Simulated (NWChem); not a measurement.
# CH₃BeCl; SMILES [CH3][Be][Cl]

Results from NWChem. Coordinates come from a PBE0/def2-SVP optimisation. Ions are spin-unrestricted doublets at the neutral geometry; other ion states weren't tried.

For level B3LYP/def2-SVP:

```yaml
vertical ionisation energy, ΔSCF (eV): 11.42
"−ε(HOMO) (eV)": 8.67
```

### Question
Estimate the same quantities for level PBE/def2-SVP.

### Answer
| Property | Result |
|---|---|
| vertical ionisation energy, ΔSCF (eV) | 11.10 |
| −ε(HOMO) (eV) | 7.51 |
